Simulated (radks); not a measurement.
Valence configurations of the promethium ion Pm3+ (all share [Xe]). Method: scalar-relativistic Kohn-Sham, PBE, spin-polarised, spherical densities, finite nucleus; open shells are filled with parallel spins first (spin-orbit coupling, left out, can overturn this in heavy ions); Fermi nuclear charge, rms radius 4.962 fm; computed with a radial shooting solver on a logarithmic mesh with Libxc functionals. Energies are relative to 4f4; eigenvalues in eV for spin up.

valence,E (eV),moment (Bohr magnetons),e(4f),e(5d),e(6p),e(6s)
4f4,0.000,4,-32.832,-,-,-
4f3.5 5d0.5,4.701,4,-36.133,-25.634,-,-
4f3.5 6s0.5,6.351,4,-37.626,-,-,-23.174
4f3 5d1,10.578,4,-39.591,-26.657,-,-
4f3 6s1,14.537,4,-42.690,-,-,-24.465
4f2.5 5d1.5,17.713,4,-43.193,-27.669,-,-
4f3 6p1,19.846,4,-43.722,-,-19.727,-
4f2.5 6s1 6p0.5,27.465,4,-48.503,-,-20.414,-25.982
4f2 5d0.5 6s1.5,34.650,3,-51.874,-31.620,-,-25.817
4f2 6s2,37.897,2,-53.537,-,-,-26.204

NIST lists [Xe] 4f4 as the ground configuration; this level of theory agrees among the configurations tried. The energies are those of spherical high-spin densities, not of single terms.
